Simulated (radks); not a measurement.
Task: All-electron atom: Ni2+ in [Ar] 3d7 4p1 (not the ground configuration). Method: scalar-relativistic Kohn-Sham, r2SCAN, spin-polarised, spherical densities, finite nucleus; open shells are filled with parallel spins first; meta-GGA in the generalised Kohn-Sham scheme; Fermi nuclear charge, rms radius 3.7757 fm; computed with a radial shooting solver on a logarithmic mesh with Libxc functionals. Some entries of the table are withheld. Estimate them.

orbital,occ.,eigenvalue (eV),r(max) (bohr),<r> (bohr)
1s up,1,-8267.671,0.03540,0.05410
1s down,1,-8267.621,0.03540,0.05410
2s up,1,-1022.302,0.2044,0.2447
2s down,1,-1019.952,0.2043,0.2443
2p up,3,-881.7844,0.1650,0.2154
2p down,3,-879.9662,0.1648,0.2150
3s up,1,-145.5866,0.6371,0.7337
3s down,1,-140.8369,0.6385,0.7370
3p up,3,-104.2022,0.6445,0.7677
3p down,3,-99.4729,0.6465,0.7725
3d up,5,(1),0.6205,0.8960
3d down,2,(2),0.6271,0.9171
4p up,1,(3),2.297,2.652
4p down,0,(4),2.352,2.750

Result: 
(1) 3d up eigenvalue (eV): -38.4889
(2) 3d down eigenvalue (eV): -33.8219
(3) 4p up eigenvalue (eV): -18.0139
(4) 4p down eigenvalue (eV): -15.2740
